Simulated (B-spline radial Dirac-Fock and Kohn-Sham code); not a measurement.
Muonic isotope shifts in europium

These are calculated numbers from a B-spline atomic structure program; the model is the Dirac equation of a negative muon with reduced mass in the field of a spherical finite nucleus, with the Uehling potential to all orders; nuclear polarisation, deformation, hyperfine structure, self-energy, higher-order vacuum polarisation, relativistic recoil and electron screening are left out. Nuclear charge: Fermi distribution (skin thickness 2.3 fm); radii from Angeli and Marinova (2013). Reference ¹⁴⁸Eu, radius 5.0045 fm: 2p3/2 → 1s1/2 4597 keV, 3d5/2 → 2p3/2 1540 keV.

| A | radius (fm) | δ⟨r²⟩ (fm²) | shift 2p3/2 → 1s (keV) | shift 3d5/2 → 2p3/2 (keV) |
| --- | --- | --- | --- | --- |
| 137 | 4.9762 | -0.282 | +17.43 | +0.71 |
| 138 | 4.9779 | -0.266 | +16.38 | +0.67 |
| 139 | 4.976 | -0.284 | +17.57 | +0.74 |
| 140 | 4.9695 | -0.349 | +21.62 | +0.93 |
| 141 | 4.9697 | -0.347 | +21.51 | +0.93 |
| 142 | 4.9607 | -0.436 | +27.12 | +1.19 |
| 143 | 4.9636 | -0.408 | +25.32 | +1.12 |
| 144 | 4.9612 | -0.432 | +26.82 | +1.19 |
| 145 | 4.9663 | -0.381 | +23.66 | +1.06 |
| 146 | 4.9789 | -0.256 | +15.83 | +0.71 |
| 147 | 4.9938 | -0.107 | +6.61 | +0.30 |
| 149 | 5.0202 | +0.157 | -9.67 | -0.44 |
| 150 | 5.0296 | +0.252 | -15.45 | -0.70 |
| 151 | 5.0522 | +0.480 | -29.30 | -1.34 |
| 152 | 5.1064 | +1.030 | -62.27 | -2.90 |
| 153 | 5.1115 | +1.082 | -65.35 | -3.04 |
| 154 | 5.1239 | +1.209 | -72.83 | -3.40 |
| 155 | 5.1221 | +1.191 | -71.74 | -3.34 |
| 156 | 5.1264 | +1.235 | -74.32 | -3.46 |
| 157 | 5.1351 | +1.324 | -79.56 | -3.71 |
| 158 | 5.1413 | +1.388 | -83.28 | -3.88 |
| 159 | 5.1498 | +1.475 | -88.38 | -4.13 |
